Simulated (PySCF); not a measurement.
# Dipole response of Pr(51+) (praseodymium, charge +51)

[He] 2s2 2p4, high-spin 3P determinant. All numbers are calculated (PySCF 2.14, scalar relativity by spin-free X2C-1e, in an even-tempered Gaussian basis (19 s from 26 bohr⁻², ratio 2.2; 12 p from 33 bohr⁻², ratio 2.2; 5 d from 140 bohr⁻², ratio 2.4; 5 f from 200 bohr⁻², ratio 2.4; 4 g from 300 bohr⁻², ratio 2.4)). Coupled (time-dependent) response in atomic units; α is the mean over directions.

```csv
method,mean α (bohr³),"α xx, yy, zz",C₆ (like pair),S(−4)
UHF,0.0002098,"0.0002802, 6.915e-05, 0.0002802",1.973e-06,2.578e-07
PBE0,0.0002089,"0.0002787, 6.935e-05, 0.0002787",1.962e-06,2.598e-07
```

S(−4) is the Cauchy moment in α(ω) = α(0) + S(−4) ω² + …

Spin-orbit coupling is absent.

α(iu) at PBE0:

```csv
u (hartree),α(iu) (bohr³)
0,0.0002089
6.00,0.0002001
12.0,0.0001792
24.0,0.0001354
36.0,0.0001076
48.0,9.179e-05
60.0,8.223e-05
90.0,6.933e-05
120,6.178e-05
180,5.059e-05
300,3.399e-05
```

A single London oscillator, α(iu) = α/(1 + u²/ω²), gives C₆ = (3/4) ω α². Matching the computed C₆ needs ω = 4 × 1.962e-06 / (3 × 0.0002089²) = 59.9 hartree.

For an ion, C₆ is the dispersion term alone; charge-induced terms of lower order in 1/R come first.

The components differ because the open shell of this determinant is not spherical; for a pure term their mean is the scalar polarisability.

Spin-orbit coupling is strong in this species (close to jj coupling), so the high-spin LS determinant is a model state, not a physical level.
